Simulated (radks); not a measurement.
Task: The table gives one normalised radial function P(r) = r R(r) (large component) of Ca in [Ar] 3d0.5 4s1.5 (r in bohr). All-electron calculation, Dirac Kohn-Sham, PBE, spin-unpolarised, spherical densities, point nucleus; open shells fill j = l - 1/2 first. Program: a radial shooting solver on a logarithmic mesh with Libxc functionals.

| r | P |
|---|---|
| 0.007516 | 0.0045 |
| 0.009866 | 0.0075 |
| 0.01295 | 0.0125 |
| 0.017 | 0.0207 |
| 0.02249 | 0.0342 |
| 0.02952 | 0.0549 |
| 0.03875 | 0.0863 |
| 0.05086 | 0.1320 |
| 0.06676 | 0.1946 |
| 0.08763 | 0.2738 |
| 0.1159 | 0.3644 |
| 0.1522 | 0.4410 |
| 0.1998 | 0.4716 |
| 0.2622 | 0.4111 |
| 0.3442 | 0.2229 |
| 0.4554 | -0.1032 |
| 0.5977 | -0.4833 |
| 0.7845 | -0.8064 |
| 1.03 | -0.9459 |
| 1.352 | -0.8526 |
| 1.788 | -0.5928 |
| 2.347 | -0.3216 |
| 3.081 | -0.1315 |
| 4.044 | -0.0385 |
| 5.309 | -0.0073 |
| 7.024 | -0.0007 |
| 9.22 | 0.0000 |
| 12.1 | 0.0000 |

Which n and l does it have? It may be an empty orbital.

Result: n = 3, l = 1: the number of nodes gives n - l - 1 = 1, the rise at small r points to l (this Dirac orbital starts as r^gamma with gamma = sqrt((l + 1)^2 - (Z/c)^2) = 1.99; the j = 3/2 orbital of l + 1 starts with the same power, but with a smaller coefficient, and then steepens), and the extent must fit the shell. The curve is that of 3p3/2; the two j differ most near the nucleus, where j = l - 1/2 has the larger amplitude, and in heavy atoms j = l - 1/2 is also the more compact. 3p3/2: eigenvalue -26.471 eV, 1 radial node at r = 0.421 bohr, <r> = 1.28 bohr, 90 % of the charge inside 1.99 bohr.
